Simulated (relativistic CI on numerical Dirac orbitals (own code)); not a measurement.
Computed by Dirac-Coulomb-Breit CI, KLI orbitals optimised for each configuration, a model potential for QED, unscaled Slater integrals (own radial code, finite nucleus).

The strongest absorption lines from the ground level of an ion, among the configurations computed and to levels below about 927 eV (vacuum wavelength in nm, gf): 2.6313 (0.048), 2.6499 (0.059), 2.8205 (0.015), 2.9309 (0.033), 3.0252 (1.6), 3.1085 (1.8), 3.1107 (0.02), 3.3819 (0.48).

(1) Which ion is it?
A. Ho XLIV
B. Eu XL
C. Lu XLVIII
D. Au LVI

## Answers

(1) C. Lu XLVIII has 24 electrons and the ground level 3s²3p⁶3d⁶ ³F4; the strongest line goes to 3s²3p⁵3d⁷ ³F°4. The pattern of lines fixes the number of electrons, and along that sequence the line energies rise steadily with the charge (about as its square where n changes within one kind of shell, about linearly where n is kept but much faster in heavy ions where fine structure, which grows about as Z⁴, sets the gap, and irregularly where shells cross), which fixes Z. Configurations outside the model, such as inner-shell arrays, can give stronger lines. At this charge energies of transitions that change n are usually good to better than 1 %, and those within a shell (Δn = 0) to a few per cent.

LS names give the leading component of a level, which can be under half, so a name can repeat, a term be missing and a line seem to break the LS rules.
